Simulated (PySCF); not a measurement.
**Simulated characterisation data**

All values are calculated (PySCF): geometry from GFN2-xTB, shieldings: GIAO PBE0/pcSseg-1. One conformer, no relativistic terms, isolated molecule, one averaged value for each set of equivalent atoms.

Shifts are taken against calculated references (same method and geometry level): $^{1}$H (31.72 ppm) and $^{13}$C (186.93 ppm) against TMS. Where no couplings were computed, multiplicities follow the n + 1 count of equivalent neighbours, and m marks all less simple cases (inequivalent or close neighbours, rings, F or P nearby). Acid and N–H amide carbonyl carbons lie up to 10 ppm further downfield in solution (hydrogen bonding). Shifts are as computed. Against solution values, carbons near 30 ppm lie about +3 ppm off and those near 130 ppm about +5 ppm. Of 1211 compounds with measured shifts, 218 miss one by over three times the rms of a fit or turn the order of signals round; such compounds aren't used in these exercises. OH and NH positions are gas-phase values without hydrogen bonding to other molecules.

**1.** tiglic acid (SMILES C/C=C(\C)C(=O)O). $^{1}$H NMR (600 MHz, computed): δ 7.33 (q, 1H), 5.81 (br s, 1H), 2.04 (d, 3H), 1.96 (s, 3H). $^{13}$C{$^{1}$H} NMR (computed): δ 171.5, 148.1, 133.4, 18.4, 14.6.

**2.** SMILES C/C=C\C1=CCC=C1, C₈H₁₀. $^{1}$H NMR (600 MHz, computed): δ 6.76 (m, 1H), 6.69 (m, 1H), 6.58 (d, 1H), 6.43 (t, 1H), 6.30 (m, 1H), 3.34 (m, 2H), 2.02 (d, 3H). $^{13}$C{$^{1}$H} NMR (computed): δ 149.5, 145.2, 141.0, 138.0, 137.6, 131.8, 47.9, 19.2.
